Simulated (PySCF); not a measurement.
C2HBF4S.
SMILES with atom numbers: `[F:1][BH:2][S:3][C:4]([F:5])=[C:6]([F:7])[F:8]` (hydrogens: H9 on B2)

Torsions of this conformer, `[F:1][BH:2][S:3][C:4]([F:5])=[C:6]([F:7])[F:8]`: F1–B2–S3–C4 -2°, B2–S3–C4–F5 -77°.

The closed-shell ground state was solved at several levels (PySCF, density fitting, gas phase, non-relativistic). One conformer (not necessarily the lowest) at the PBE0-D3(BJ)/def2-SVP geometry, without solvent, vibrations or thermal averaging.

```json
{"level": "B97-D/pcSseg-1", "basis functions": "148", "total energy (Eh)": "-898.9360", "HOMO (eV)": "-6.23", "LUMO (eV)": "-1.87", "gap (eV)": "4.36", "dipole (D)": "0.90"}
{"level": "PBE0/pcSseg-1", "basis functions": "148", "total energy (Eh)": "-898.5532", "HOMO (eV)": "-7.59", "LUMO (eV)": "-1.12", "gap (eV)": "6.47", "dipole (D)": "1.07"}
{"level": "PBE0/pcSseg-2", "basis functions": "309", "total energy (Eh)": "-898.8453", "HOMO (eV)": "-7.58", "LUMO (eV)": "-1.17", "gap (eV)": "6.41", "dipole (D)": "1.07"}
{"level": "HF/def2-SVPD", "basis functions": "187", "total energy (Eh)": "-895.8134", "HOMO (eV)": "-10.64", "LUMO (eV)": "1.82", "gap (eV)": "12.46", "dipole (D)": "1.50"}
{"level": "PBE0/cc-pVTZ", "basis functions": "258", "total energy (Eh)": "-898.8196", "HOMO (eV)": "-7.46", "LUMO (eV)": "-1.06", "gap (eV)": "6.40", "dipole (D)": "0.92"}
{"level": "wB97X-D/def2-SVPD", "basis functions": "187", "total energy (Eh)": "-898.6282", "HOMO (eV)": "-9.55", "LUMO (eV)": "0.65", "gap (eV)": "10.20", "dipole (D)": "1.14"}
{"level": "PBE0/STO-3G", "basis functions": "45", "total energy (Eh)": "-887.2663", "HOMO (eV)": "-3.48", "LUMO (eV)": "3.06", "gap (eV)": "6.54", "dipole (D)": "0.50"}
{"level": "CAM-B3LYP/def2-SVPD", "basis functions": "187", "total energy (Eh)": "-898.6474", "HOMO (eV)": "-9.08", "LUMO (eV)": "-0.15", "gap (eV)": "8.93", "dipole (D)": "1.23"}
{"level": "LC-wPBE/def2-SVPD", "basis functions": "187", "total energy (Eh)": "-898.3763", "HOMO (eV)": "-10.36", "LUMO (eV)": "1.05", "gap (eV)": "11.41", "dipole (D)": "1.15"}
{"level": "PBE0/cc-pVDZ", "basis functions": "121", "total energy (Eh)": "-898.6378", "HOMO (eV)": "-7.28", "LUMO (eV)": "-0.89", "gap (eV)": "6.39", "dipole (D)": "0.86"}
```

(1) Estimate the row for PBE0/IGLO-III, a basis of 299 functions; the other rows only guide the guess.

(2) Over all these levels, which gives the widest orbital gap and which the narrowest?

(3) How much does the basis alone move the frontier levels among the 6 PBE0 rows (the withheld one included)?

(4) How far do the dipole and the HOMO energy spread over the levels?

Answers

(1) Total energy -898.8464 Eh, HOMO -7.55 eV, LUMO -1.18 eV, gap 6.37 eV, dipole 1.09 D.

(2) HF/def2-SVPD (Hartree–Fock, all exact exchange) has the widest, 12.46 eV, and B97-D/pcSseg-1 (GGA) the narrowest, 4.36 eV. Functional and basis both differ between the two, so the spread mixes both effects.

(3) The HOMO by 4.11 eV and the LUMO by 4.24 eV. By rising basis size (HOMO, LUMO in eV): STO-3G -3.48, 3.06; cc-pVDZ -7.28, -0.89; pcSseg-1 -7.59, -1.12; cc-pVTZ -7.46, -1.06; IGLO-III -7.55, -1.18; pcSseg-2 -7.58, -1.17.

(4) The dipole runs from 0.50 to 1.50 D (mean 1.04 D) and the HOMO from -10.64 to -3.48 eV.

B97-D and wB97X-D is run here without its empirical dispersion term; that term would change no orbital, density or response property at a fixed geometry.
